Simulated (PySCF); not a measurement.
A PySCF script (with the pyscf-properties extension) for the NMR shieldings of `C/C=C\CB(OC)OC`, C6H13BO2, on a GFN2-xTB geometry:

```python
import basis_set_exchange as bse
import numpy as np
from pyscf import gto, dft
from pyscf.prop import nmr

atoms = """
C     2.828003    0.118574   -0.635809
C     2.416298   -0.952860    0.328642
C     1.326470   -0.907349    1.080067
C     0.330176    0.206922    1.083592
B    -0.927228   -0.053363    0.111884
O    -1.007559   -1.239617   -0.517353
C    -2.057267   -1.600463   -1.388032
O    -1.914483    0.869557   -0.091065
C    -1.931578    2.138419    0.508107
H     3.027449    1.055619   -0.113951
H     2.033656    0.302616   -1.358553
H     3.728060   -0.169241   -1.172448
H     3.069650   -1.811586    0.393737
H     1.095511   -1.738129    1.731868
H    -0.042991    0.346314    2.102097
H     0.817735    1.141422    0.798058
H    -1.634225   -1.809258   -2.373120
H    -2.529416   -2.506552   -1.002015
H    -2.798154   -0.804511   -1.467589
H    -2.882465    2.608081    0.252259
H    -1.845943    2.066530    1.595959
H    -1.112111    2.758260    0.132817
"""
names = dict.fromkeys(["C", "B", "O", "H"], "pcSseg-1")
basis = {el: gto.basis.parse(bse.get_basis(n, elements=[el], fmt="nwchem")) for el, n in names.items()}
mol = gto.M(atom=atoms, basis=basis, charge=0, verbose=0)
mf = dft.RKS(mol, xc="PBE0")
mf.grids.level = 2
mf.grids.alignment = dft.numint.BLKSIZE   # the property module wants whole blocks of grid points
mf.conv_tol = 1e-9
mf.kernel()

calc = nmr.RKS(mf)   # GIAO
C = mf.mo_coeff
Co = C[:, mf.mo_occ > 0]
resp = mf.gen_response(singlet=True, hermi=2)
def vind(x):   # induced exchange potential for any number of trial vectors
    d = np.einsum("pi,xij,qj->xpq", C, 2 * x.reshape(-1, C.shape[1], Co.shape[1]), Co, optimize=True)
    return np.einsum("xpq,pi,qj->xij", resp(d - d.transpose(0, 2, 1)), C, Co, optimize=True).ravel()
mo1, _ = nmr.rhf.solve_mo1(calc, with_cphf=vind)
sigma = calc.kernel(mo1)
for i, s in enumerate(sigma):   # ppm
    print("%2d %-2s %9.2f" % (i, mol.atom_pure_symbol(i), np.trace(s) / 3))
```

Q: Give the expected output.

A: 
```
 0 C     172.86
 1 C      59.98
 2 C      48.54
 3 C     168.99
 4 B      72.12
 5 O     227.23
 6 C     134.43
 7 O     229.72
 8 C     132.25
 9 H      29.99
10 H      30.22
11 H      30.13
12 H      26.02
13 H      25.80
14 H      30.26
15 H      30.03
16 H      28.13
17 H      28.13
18 H      27.11
19 H      27.74
20 H      27.97
21 H      27.91
```

These numbers come from an equivalent density-fitted implementation of the same equations, which agrees with the script to about 0.01 ppm for H and up to a few tenths of a ppm for heavy atoms, so last digits may differ.

Size and cost of the density-fitted run: 218 basis functions, 97 s wall time on 1 thread of an AMD EPYC, shared host; peak memory 1.1 GiB.
